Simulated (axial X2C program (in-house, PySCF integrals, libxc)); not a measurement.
What spin–orbit coupling does to CuSn

All values were computed with an axial X2C code built on PySCF integrals. Spin-free means the one-electron spin-free X2C Hamiltonian; two-component (2c) means X2C with spin–orbit coupling and atomic mean-field two-electron Coulomb and Gaunt terms, so the difference of the two also holds small scalar two-electron terms. Basis: Sn dyall-cv3z [11s12p9d4f1g], Cu dyall-cv3z [9s9p6d3f2g] (cores contracted in-house); Gaussian nuclei, density fitting, unrestricted open shells. Masses: Sn 119.902 u, Cu 62.930 u.

Spin-free state: M_S = 1/2, Λ = 1 (beyond evenly filled blocks: π+α); fragments Sn + Cu.

```csv
level,Re (Å),ωe (cm⁻¹),De (eV),μ (D)
PBE0,2.457,214.4,1.935,0.78
CCSD(T),2.457,217.1,n/a,n/a
PBE50,2.480,205.9,1.615,1.57
```

Correlated methods: 15 electrons correlated (number of frozen shells: Sn 4 s, 3 p, 2 d; Cu 3 s, 2 p), 309 virtual spin orbitals or spinors in MP2, 90 natural virtuals in coupled cluster.

Dipoles are positive if Cu is the positive end.

Problem. Within this multiplet, which Ω should lie lowest by the rule for regular and inverted multiplets?

Solution. The open π shell holds one electron, so the multiplet is regular: Ω = Λ − 1/2 = 1/2. The PBE0 2c search agrees.

Two-component determinant lowest at the distance of the search:

Ω = 1/2 (⟨Sz⟩ = -0.47, ⟨Lz⟩ = 0.97 at HF); fragments Sn + Cu.

```
  level  Re (Å)  ωe (cm⁻¹)  μ (D)
   PBE0   2.461      212.6   0.74
CCSD(T)   2.461      216.8    n/a
  PBE50   2.484      204.3   1.53
```

Problem. From the two tables, how do the constants change at the CCSD(T) level (2c against spin-free)?

Solution. At the CCSD(T) level Re goes up by 0.004 Å and ωe drops by 0.3 cm⁻¹.

The state is a single determinant with fixed occupations, the lowest that a limited PBE0 search found. Dissociation energies refer to the lowest single-determinant-based atoms at the same level and basis. De is not given where an atomic determinant may have missed its ground term or J level, or where the truncated virtual space spoils (T). Density functionals use the spin component along the axis (collinear). Coupled cluster ran in a truncated set of natural virtual spinors; the MP2 energy of the rest was added. (T) has no such correction and the atoms are truncated less, which lowers De at CCSD(T) by a hundredth of an eV or more. The functionals have no current-density term, which raises determinants with orbital currents, atoms included. The determinant is spin-polarised beyond a pure state at some levels (its spin-free form has ⟨S²⟩ too high), which makes Re and μ there less reliable. With the outer-core shells frozen, correlated bond lengths of heavy atoms tend to come out a few hundredths of an ångström too long.
